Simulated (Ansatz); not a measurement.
Reaction (ligand exchange at the Si–S bond): `N[Si](F)([SiH3])S` + HCl → `N[Si](F)([SiH3])Cl` + H₂S

Program: Ansatz. Geometries: PBE0-D4/def2-TZVP. ΔE: electronic, gas phase. CCSD(T)/CBS is the MP2 limit (def2-TZVPP, def2-QZVPP) plus CCSD(T) − MP2 in def2-TZVPP, frozen cores. This one scheme is used for every species. Functionals use def2-TZVPP. B3LYP here is the variant with VWN-RPA as its local correlation; programs differ in this. One conformer a species, not always the lowest.

`N[Si](F)([SiH3])S`:

Cartesian coordinates in Å:
```
N -0.854 -1.251 -0.865
Si -0.206 -0.505 0.514
F 0.476 -1.514 1.560
Si 1.407 1.054 -0.143
S -1.805 0.315 1.664
H -0.278 -1.497 -1.653
H -1.698 -1.800 -0.819
H 2.184 1.519 1.035
H 0.728 2.218 -0.773
H 2.343 0.460 -1.139
H -2.298 1.000 0.619
```

HCl:

```xyz
2

Cl   -0.304    0.440    0.350
H     0.304   -0.440   -0.350
```

`N[Si](F)([SiH3])Cl`:

Cartesian coordinates in Å:
```
N 0.968 0.382 1.467
Si 0.689 0.368 -0.205
F 0.901 1.868 -0.704
Si -1.438 -0.447 -0.713
Cl 2.062 -0.730 -1.288
H 1.757 0.879 1.852
H 0.723 -0.416 2.030
H -1.594 -1.776 -0.061
H -1.581 -0.601 -2.182
H -2.486 0.472 -0.196
```

H₂S:

```xyz
3

S     0.357   -0.472    0.183
H     0.608    0.787   -0.205
H    -0.965   -0.316    0.022
```

**Question.** Is it downhill or uphill in electronic energy at CCSD(T)/CBS, and by how much? (An estimate is asked.)

**Answer.** The calculation gave: Downhill: ΔE = -37.4 kJ/mol.

**Question.** What do these levels give: PBE0-D4, B3LYP-D4, ωB97X-V, B2PLYP, CCSD/def2-TZVPP, MP2/CBS(def2)? (An estimate is asked.)

**Answer.** Ansatz gave: PBE0-D4 -34.9, B3LYP-D4 -38.6, ωB97X-V -39.0, B2PLYP -40.4, CCSD/def2-TZVPP -39.0, MP2/CBS(def2) -37.5 kJ/mol.

Largest T1 diagnostic among the species: 0.012.

In def2-TZVPP, CCSD(T) changes the Hartree–Fock value by +12.6 kJ/mol (the triples alone add +1.9 kJ/mol) and MP2 by +12.5 kJ/mol. The D4 term adds +3.1 kJ/mol with B3LYP and +1.8 kJ/mol with PBE0; it sums over pairs of atoms, weighted by their polarisabilities, and B3LYP, whose exchange is more repulsive, gets the larger term.
